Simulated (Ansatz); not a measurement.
A set of 12 reactions (ligand exchange), with CCSD(T)/CBS values in kJ/mol:

| reaction | ΔE |
| --- | --- |
| `BO[SiH](O)F` + `C[SiH](O)O` → `C[Si@H](O)O[Si@@H](O)F` + `BO` | -36.3 |
| `[F][Sb]([F])[SiH3]` + `[OH][Mg][N]([SiH3])[SiH3]` → `[SiH3][O][Mg][N]([SiH3])[SiH3]` + `[F][SbH][F]` | -102.9 |
| `C[O][AlH][S][SiH3]` + `N=C(O)[SiH3]` → `N=C([SiH3])O[SiH3]` + `C[O][AlH][SH]` | -21.9 |
| `CC(=O)N[SiH2]Cl` + `CO[SiH2]S` → `CO[SiH2]S[SiH2]Cl` + `CC(N)=O` | -5.9 |
| `N#C[Si](F)(Cl)Cl` + H–F → `F[Si](F)(Cl)Cl` + `C#N` | -118.9 |
| `BOCCC` + `[SiH3][GaH][SH]` → `B[S][GaH][SiH3]` + `CCCO` | 68.2 |
| `CN([SiH2]O)[SiH2]Cl` + `S[SiH](Cl)Cl` → `O[SiH2]S[SiH](Cl)Cl` + `CN[SiH2]Cl` | -13.8 |
| `O[SiH2]PS` + `O[SiH2][SiH3]` → `O[SiH2]O[SiH2][SiH3]` + `PS` | -107.4 |
| `O[SiH]([SiH3])[GeH3]` + `OCBCl` → `ClBC[O][GeH3]` + `O[SiH2][SiH3]` | 5.5 |
| `S[SiH2][GaH2]` + `BNC` → `BN(C)[SiH2]S` + `[GaH3]` | -18.9 |
| `B[SiH2][CH2][InH2]` + `S[CH2][GeH3]` → `BS[CH2][GeH3]` + `[SiH3][CH2][InH2]` | -128.9 |
| `CC[SiH2]SC` + HI → `CS[SiH2]I` + `CC` | -99.5 |

Gas-phase electronic energies from Ansatz, PBE0-D4/def2-TZVP geometries. CCSD(T)/CBS is the MP2 limit (def2-TZVPP, def2-QZVPP) plus CCSD(T) − MP2 in def2-TZVPP, frozen cores. This one scheme is used for every species. DFT in def2-TZVPP. def2 core potentials past Kr. For Ga, Ge, I, In, Mg, Sb outer-core shells are correlated without core-valence functions, which leaves a few kJ/mol of doubt a bond. Scalar relativity is left out up to krypton. One conformer a species, not always the lowest.

Give the mean, mean absolute and largest difference (level minus CCSD(T)/CBS, kJ/mol) for: PBE-D4, r2SCAN-D4, ωB97X-V, B2PLYP, PBE, r2SCAN, PBE0, HF/def2-TZVPP, CCSD/def2-TZVPP, CCSD(T)/def2-TZVPP, HF/def2-QZVPP, MP2/def2-QZVPP, SCS-MP2/def2-QZVPP, CCSD/CBS(def2). (Best estimate.)

The calculation gave: 
```json
{"level": "PBE-D4", "mean": "6.3", "mean absolute": "11.9", "largest": "27.1"}
{"level": "r2SCAN-D4", "mean": "0.6", "mean absolute": "4.5", "largest": "7.6"}
{"level": "ωB97X-V", "mean": "-0.2", "mean absolute": "2.3", "largest": "5.8"}
{"level": "B2PLYP", "mean": "-1.4", "mean absolute": "3.8", "largest": "-9.7"}
{"level": "PBE", "mean": "6.7", "mean absolute": "10.8", "largest": "25.7"}
{"level": "r2SCAN", "mean": "0.8", "mean absolute": "4.5", "largest": "7.6"}
{"level": "PBE0", "mean": "4.3", "mean absolute": "7.7", "largest": "16.5"}
{"level": "HF/def2-TZVPP", "mean": "-7.3", "mean absolute": "13.6", "largest": "-28.3"}
{"level": "CCSD/def2-TZVPP", "mean": "-0.9", "mean absolute": "5.0", "largest": "8.9"}
{"level": "CCSD(T)/def2-TZVPP", "mean": "-0.5", "mean absolute": "3.6", "largest": "9.2"}
{"level": "HF/def2-QZVPP", "mean": "-7.9", "mean absolute": "14.8", "largest": "-30.7"}
{"level": "MP2/def2-QZVPP", "mean": "-3.2", "mean absolute": "3.9", "largest": "-9.8"}
{"level": "SCS-MP2/def2-QZVPP", "mean": "-3.9", "mean absolute": "5.2", "largest": "-14.0"}
{"level": "CCSD/CBS(def2)", "mean": "-0.4", "mean absolute": "2.2", "largest": "-4.8"}
```

The largest T1 diagnostic in the set is 0.015, for `[F][Sb]([F])[SiH3]` (customary mark 0.02).

CCSD(T)/CBS is a level of theory with its own doubt, and the functionals carry their triple-zeta basis error, so these figures describe this set and don't rank the functionals.
